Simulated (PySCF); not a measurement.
Species: C₃H₁₂SSi₂.
InChI=1S/C3H12SSi2/c1-2-3-6-4-5/h2-3,6H2,1,5H3

The calculation used PySCF, TDDFT wB97X-D/def2-SVPD, vertical, gas phase, core orbitals frozen in the response. One conformer (not necessarily the lowest) at the GFN2-xTB geometry, without solvent, vibrations or thermal averaging. Torsions of this conformer, `[CH3:1][CH2:2][CH2:3][SiH2:4][S:5][SiH3:6]`: C1–C2–C3–Si4 180°, C2–C3–Si4–S5 180°, C3–Si4–S5–Si6 180°.

Task: What does the calculation give for the low-lying excited states?

Result: 

```csv
state,E (eV),λ (nm),ν̃ (cm⁻¹),f,symmetry,"main configurations (H = HOMO, L = LUMO)"
S1,6.10,203.3,49190,0.017,A″,H→L (96%)
S2,6.39,194.0,51550,0.0001,–,H→L+1 (80%)
S3,6.59,188.2,53150,0.0002,–,"H→L+3 (51%), H→L+2 (34%)"
S4,7.29,170.0,58820,0.0010,–,"H→L+2 (54%), H→L+3 (29%)"
S5,7.37,168.3,59420,0.034,A′,"H→L+5 (56%), H→L+7 (25%)"
S6,7.54,164.4,60820,0.065,A′,"H-1→L (70%), H-2→L (14%)"
S7,7.81,158.9,62950,0.025,A″,"H→L+4 (44%), H→L+6 (31%)"
S8,7.85,157.8,63350,0.0058,A′,"H-2→L (45%), H-1→L+1 (31%)"
```

Triplets (Tamm–Dancoff): T1 5.79 eV, H→L (92%); T2 6.19 eV, H→L+1 (68%); T3 6.44 eV, H→L+3 (46%), H→L+2 (29%), H→L+1 (9%).

The lowest singlet comes at 203 nm (588 kJ/mol) in the ultraviolet; it is weak; its leading configuration is HOMO→LUMO (96%). The strongest level in the table is S6 at 7.54 eV (164 nm, f = 0.065). Löwdin shares by element: HOMO sulfur 70%, silicon 18%; LUMO silicon 38%, sulfur 24%, hydrogen 8% or more (atoms not listed hold the other 30%). Of the 8 states listed, 4 reach f = 0.01 and 2 stay under 0.0005. Weighted by f, the mean energy of these states is 7.38 eV. The listed states span 1.76 eV, and the widest gap between neighbours is 0.70 eV (S3 to S4). Symmetry labels in Cs follow from the direction of the transition dipole and are given only for states with f of 0.002 or more. The window holds the lowest 8 singlets.
